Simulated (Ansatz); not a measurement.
An input meant for HfSe₂ (charge 0, singlet).

```yaml
crystal:
  periodic: [false, false, false]
  atoms:
    - {symbol: Hf, position_ang: [-0.120712, 0.247078, 0.867823]}
    - {symbol: Se, position_ang: [1.767072, 0.771599, -0.451360]}
    - {symbol: Se, position_ang: [-1.646350, -1.018677, -0.416463]}
basis:
  gaussian: {orbitals: def2-TZVP}
magnetization: {spin_polarized: true, initial_magnetization: 4}
hamiltonian: {xc: {name: wB97X-V}}
scf: {omitted_lower_state_checks: [starts]}
output: {forces: true}
```

```sh
$ ansatz run in.yaml --threads 4 --pin off --events-out ev --progress --plain --max-ram 3916MiB
```

It prints (some lines left out):

```
Functional definition: wB97X-V
1014 factors; integrals over basis functions are off by at most 8.2e-4 eV
201 factors; integrals over basis functions are off by at most 3.1e-5 eV
mean field evaluation 1: about -131988.4622 eV, gradient 9.6e0 eV
mean field evaluation 2: about -131989.1293 eV, gradient 5.0e0 eV
mean field evaluation 4: about -131989.3655 eV, gradient 9.1e-1 eV
mean field evaluation 8: about -131989.4452 eV, gradient 1.8e-1 eV
mean field evaluation 16: about -131989.4477 eV, gradient 2.0e-2 eV
mean field evaluation 32: about -131989.3504 eV, gradient 7.0e0 eV
mean field -131990.35497725 eV, -4850.5560791381 hartree, gradient 1.6e-8 eV, S^2 6.007051; 0 other end points of the search recorded, 0 dependent functions left out
reference -131990.35497794 eV, -4850.5560791632 hartree; 42, 38 occupied and 94, 98 virtual orbitals, 1014 factors
WARN: the results are in doubt because the forces break the atoms' symmetry
Total energy: -131990.35497794 eV, -4850.5560791632 hartree
Atom 0 at    -0.120712     0.247078     0.867823 Å, force    -0.301926     1.137210     3.620208 eV/Å
Atom 1 at     1.767072     0.771599    -0.451360 Å, force     2.620661     0.754249    -1.758452 eV/Å
Atom 2 at    -1.646350    -1.018677    -0.416463 Å, force    -2.318735    -1.891459    -1.861756 eV/Å
Dipole moment:    -0.121456     0.028277     0.258040 e Å
In doubt: the forces break the atoms' symmetry
Checks for a lower state left out: starts
```

In this input the spin is set far too high (4 unpaired electrons typed, 0 in the singlet as meant). The calculation finished and met its thresholds. The result belongs to that input, not to the species as meant.

In the def2 sets Hf takes a core potential; there is no spin–orbit coupling. The program marks the result for the charge 0 quintet as doubtful (asymmetric forces).
